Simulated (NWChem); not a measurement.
System: C2H4AlClO; SMILES C=[CH][Al]([Cl])[OH]

NWChem input:

```
start job
memory heap 200 mb stack 900 mb global 1100 mb
geometry units angstroms noautosym nocenter noautoz
  Al     0.210084     0.182402     0.117801
  Cl    -1.786656     0.405972     0.805269
  C      0.678237    -1.125874    -1.220716
  C      1.943126    -1.264742    -1.652224
  H     -0.076563    -1.782842    -1.656675
  H      2.226778    -1.998963    -2.407824
  H      2.758110    -0.651089    -1.271408
  O      1.432053     1.184204     0.764805
  H      1.237497     1.850458     1.435343
end
basis spherical
  * library def2-svp
end
dft
  xc b3lyp
  iterations 150
  mulliken
end
task dft energy
esp
  recalculate
  probe 0.07
  range 0.3
  factor 1.0
  spacing 0.02
end
task esp
```

NWChem printed, in part:

```
             Northwest Computational Chemistry Package (NWChem) 7.3.0
             --------------------------------------------------------

                             Geometry "geometry" -> ""
                             -------------------------

 Output coordinates in angstroms (scale by  1.889725989 to convert to a.u.)

  No.       Tag          Charge          X              Y              Z
 ---- ---------------- ---------- -------------- -------------- --------------
    1 Al                  13.0000     0.21008400     0.18240200     0.11780100
    2 Cl                  17.0000    -1.78665600     0.40597200     0.80526900
    3 C                    6.0000     0.67823700    -1.12587400    -1.22071600
    4 C                    6.0000     1.94312600    -1.26474200    -1.65222400
    5 H                    1.0000    -0.07656300    -1.78284200    -1.65667500
    6 H                    1.0000     2.22677800    -1.99896300    -2.40782400
    7 H                    1.0000     2.75811000    -0.65108900    -1.27140800
    8 O                    8.0000     1.43205300     1.18420400     0.76480500
    9 H                    1.0000     1.23749700     1.85045800     1.43534300

 Effective nuclear repulsion energy (a.u.)     242.3850126936

                                 NWChem DFT Module
                                 -----------------

 Summary of "ao basis" -> "ao basis" (spherical)
 ------------------------------------------------------------------------------
       Tag                 Description            Shells   Functions and Types
 ---------------- ------------------------------  ------  ---------------------
 Al                         def2-svp                 8       18   4s3p1d
 Cl                         def2-svp                 8       18   4s3p1d
 C                          def2-svp                 6       14   3s2p1d
 H                          def2-svp                 3        5   2s1p
 O                          def2-svp                 6       14   3s2p1d

            General Information
            -------------------
          SCF calculation type: DFT
          Wavefunction type:  closed shell.
          No. of atoms     :     9
          No. of electrons :    54
           Alpha electrons :    27
            Beta electrons :    27
          Charge           :     0
          Spin multiplicity:     1
          Use of symmetry is: off; symmetry adaption is: off
          Maximum number of iterations: 150
          AO basis - number of functions:    98
                     number of shells:    46
          Convergence on energy requested:  1.00D-06
          Convergence on density requested:  1.00D-05
          Convergence on gradient requested:  5.00D-04

              XC Information
              --------------
                         B3LYP Method XC Potential
                     Hartree-Fock (Exact) Exchange  0.200
                        Slater Exchange Functional  0.800 local
                    Becke 1988 Exchange Functional  0.720 non-local
              Lee-Yang-Parr Correlation Functional  0.810
                  VWN I RPA Correlation Functional  0.190 local

             Grid Information
             ----------------
          Grid used for XC integration:  medium
          Radial quadrature: Mura-Knowles
          Angular quadrature: Lebedev.
          Tag              B.-S. Rad. Rad. Pts. Rad. Cut. Ang. Pts.
          ---              ---------- --------- --------- ---------
          Al                  1.25       88          11.0       590
          Cl                  1.00       88          13.0       590
          C                   0.70       49          11.0       434
          H                   0.35       45          13.0       434
          O                   0.60       49          12.0       434
          Grid pruning is: on
          Number of quadrature shells:   503
          Spatial weights used:  Erf1

      Superposition of Atomic Density Guess
      -------------------------------------

 Sum of atomic energies:        -853.05282738

[...]

                     NWChem Electrostatic Potential Fit Module
                     -----------------------------------------

 Atom parameters

 Number of atoms is                                    9
 Number of basis functions is                         98

 Grid parameters

 Maximum number of grid points is                  40139
 Number of grid points is                          40138
 Grid range                                     0.300000 nm
 Grid spacing                                   0.020000 nm
 Probe radius                                   0.070000 nm
 Atom radius factor                             1.000000

 Atomic radii

    1    0.100000
    6    0.147000
    8    0.136000
   13    0.195000
   17    0.169000
 FASTESP  F
  using M.O. file = ./job.movecs

    Atom              Coordinates                           Charge

                                                  ESP

    1 Al    0.021008    0.018240    0.011780    0.834544
    2 Cl   -0.178666    0.040597    0.080527   -0.334346
    3 C     0.067824   -0.112587   -0.122072   -0.355986
    4 C     0.194313   -0.126474   -0.165222   -0.115208
    5 H    -0.007656   -0.178284   -0.165668    0.105084
    6 H     0.222678   -0.199896   -0.240782    0.093989
    7 H     0.275811   -0.065109   -0.127141    0.096724
    8 O     0.143205    0.118420    0.076481   -0.696034
    9 H     0.123750    0.185046    0.143534    0.371233
                                            ------------
                                               -0.000000

 Dipole moment                                  0.468889

 Quadrupole moment Qxx                        -13.908887
                   Qyy                          7.379675
                   Qzz                          6.529212

 RMS deviation kJ/mol                           0.062275

 RRMS %                                        33.460971
```

Level: B3LYP/def2-SVP. Geometry: optimised at B3LYP/6-31G* (spherical d).
